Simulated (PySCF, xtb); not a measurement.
sulfur trioxide (O3S), SMILES O=S(=O)=O.

xtb with GFN2-xTB at its own geometry gives an orbital gap of 4.45 eV and a dipole moment of 0.00 D.

The structure is a stationary point at B3LYP-D3(BJ)/def2-TZVP.

Question: What does HF/def2-TZVPD (PySCF) give? (An estimate is asked for; the answer gives what the named calculation found.)

Answer: gap 15.31 eV (levels -14.70 and 0.61 eV), dipole 0.00 D.
